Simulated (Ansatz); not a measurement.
Abridged output of a molecular run in Ansatz:

```
Functional definition: HF
2102 factors; integrals over basis functions are off by at most 9.5e-4 eV
mean field evaluation 1: about -25032.3058 eV, gradient 6.9e1 eV
mean field evaluation 2: about -25032.6965 eV, gradient 6.9e1 eV
mean field evaluation 4: about -25041.2675 eV, gradient 4.6e0 eV
mean field evaluation 8: about -25041.3807 eV, gradient 3.7e-1 eV
mean field evaluation 16: about -25041.3812 eV, gradient 2.4e-6 eV
mean field -25041.38115620 eV, -920.2537838324 hartree, gradient 2.4e-6 eV, S^2 0.000000; 0 other end points of the search recorded, 0 dependent functions left out
15 core orbitals not correlated: weight in the atoms' cores, before any rotation towards them, 1.000 or more for the frozen orbitals, at most 0.000 for the correlated occupied ones
reference -25041.38115620 eV, -920.2537838324 hartree; 22, 22 occupied and 314, 314 virtual orbitals, 2102 factors
second order -37.43120123 eV of doubles, -0.00000000 eV of singles
cycle   1  -37.53012017 eV  change   -9.9e-2 eV  update   1.2e-1
cycle   2  -38.33647324 eV  change   -8.1e-1 eV  update   3.5e-2
cycle   3  -38.52171900 eV  change   -1.9e-1 eV  update   1.8e-2
cycle   4  -38.50041527 eV  change    2.1e-2 eV  update   4.0e-3
cycle   5  -38.49832859 eV  change    2.1e-3 eV  update   1.9e-3
cycle   6  -38.49959391 eV  change   -1.3e-3 eV  update   5.7e-4
cycle   7  -38.49924494 eV  change    3.5e-4 eV  update   2.1e-4
cycle   8  -38.49912431 eV  change    1.2e-4 eV  update   6.3e-5
cycle   9  -38.49913863 eV  change   -1.4e-5 eV  update   2.4e-5
perturbative correction -1.39343628 eV, -0.0512078388 hartree
Total energy: -25081.27373111 eV, -921.7198089202 hartree
```

Its atoms:

Z-matrix (Å, degrees):
```
C
Si 1 1.861
H 1 1.093 2 110.5
H 1 1.092 2 110.9 3 120.3
H 1 1.093 2 110.4 3 -119.5
O 2 1.656 1 108.8 3 175.2
Si 2 2.349 1 113.8 3 -65.5
H 2 1.498 1 108.4 3 55.4
H 6 0.960 2 114.5 1 144.3
O 7 1.646 2 101.1 1 -142.5
O 7 1.642 2 116.4 1 -26.2
O 7 1.649 2 114.4 1 94.8
H 10 0.960 7 117.9 2 166.7
H 11 0.959 7 116.0 2 104.2
H 12 0.958 7 117.3 2 44.7
```

(1) Which basis set was used?
A. cc-pV(Q+d)Z
B. def2-TZVPP
C. cc-pV(D+d)Z
D. def2-TZVPPD

(2) Write the keys of the input that set method, charge and spin (a neutral closed shell needs none for the last two).

Answers

(1) B. It gives 351 functions.

(2) 
```yaml
correlation: {method: ccsd_t}
```
